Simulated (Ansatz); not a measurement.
Molecule: CsAg, charge 0, multiplicity 1. 
Geometry from a B3LYP-D3(BJ)/def2-TZVP (Ansatz, a first-principles code) optimisation:
```
Cs
Ag 1 3.3268
```
Charge 0, spin multiplicity 1.

Basis-set convergence of Hartree-Fock and MP2 correlation energies (hartree) with Ansatz. Cores are frozen in the correlated levels unless marked. No spin-orbit coupling. Frozen are the shells of the preceding noble gas and the d and f shells that filled before the atom's block. The outer core of K, Ca and their heavier congeners is not correlated, a term that matters for these elements. Past Kr the def2 sets carry scalar-relativistic core potentials.

The T1 diagnostic of CCSD in the largest basis is 0.044, which is high, so the coupled-cluster rows are less sure than usual.

```json
[
 {"basis": "def2-SVP", "functions": "55", "E(HF)": "-165.94770", "E(corr, MP2)": "-0.26207"},
 {"basis": "def2-TZVPP", "functions": "92", "E(HF)": "-165.98221", "E(corr, MP2)": "-0.42318"},
 {"basis": "def2-QZVPP", "functions": "150", "E(HF)": "-165.98397", "E(corr, MP2)": "-0.46380"}
]
```

Extrapolating the two largest sets (X = 3 and 4) as X^-3: E(corr) = (64·(-0.46380) - 27·(-0.42318))/37 = -0.4934 Eh, an estimate of the basis-set limit. The largest set recovers 94.0 % of it, the smallest 53.1 %.
